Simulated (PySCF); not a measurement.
## Broadened absorption spectrum of C3H10N2Si

Species: C3H10N2Si.
SMILES: `[SiH3][C@H]1CCNN1`

Method used: TDDFT CAM-B3LYP/def2-SVPD, vertical, gas phase, core orbitals frozen in the response in PySCF 2.14.0, density-fitted response routines. Geometry: GFN2-xTB, one conformer, isolated molecule.

Computed states:

```csv
state,E (eV),f
S1,5.47,0.013
S2,6.41,0.0009
S3,6.69,0.013
S4,6.95,0.019
S5,7.02,0.073
S6,7.18,0.014
S7,7.32,0.0050
S8,7.47,0.021
```

Each state is given a Gaussian of 0.4 eV full width at half maximum, with ε(max) = 2.175×10⁸ f / Δν̃ (Δν̃ the width in cm⁻¹). The width is an assumption, not a result. The curve ends short of the highest state used, and states not computed would add to its high-energy end.

Problem. Give the broadened spectrum and its maxima.

Solution. 
(λ (nm), ε (L mol⁻¹ cm⁻¹)): (180.6, 5141), (183.1, 3315), (185.7, 1924), (188.2, 1118), (190.8, 615), (193.3, 324), (195.9, 156), (198.4, 73), (201.0, 32), (203.5, 14), (206.1, 10), (208.6, 20), (211.2, 55), (213.7, 131), (216.3, 267), (218.8, 449), (221.4, 654), (224.0, 814), (226.5, 875), (229.1, 825), (231.6, 690), (234.2, 510), (236.7, 343), (239.3, 205), (241.8, 114), (244.4, 57), (246.9, 27), (249.5, 11), (252.0, 5), (254.6, 2)

Maxima: 227 nm (5.47 eV), ε about 880, made up of S1 (100%) (ε in L mol⁻¹ cm⁻¹; maxima over ε = 5, shares over 10%). At its high-energy end, 6.87 eV, the curve is still rising (ε about 5200, from S4 and S5).

Problem. Coming from long wavelengths, where does ε first pass 100 L mol⁻¹ cm⁻¹?

Solution. At about 242 nm (5.12 eV), 0.35 eV below S1.

Problem. What would ε be at 5.47 eV, the highest of these maxima, with half the width (0.2 eV)?

Solution. About 1750 L mol⁻¹ cm⁻¹ against 875, a factor of about 2.00; a lone state at its own centre would give exactly 2.

Problem. On this curve, what absorbance would a 10⁻⁴ mol/L sample give at 193 nm over a 1 cm path?

Solution. 193 nm is 6.424 eV, where ε is about 350 L mol⁻¹ cm⁻¹, so A = ε c l ≈ 0.035 (Beer–Lambert, with the gas-phase spectrum and the assumed width).
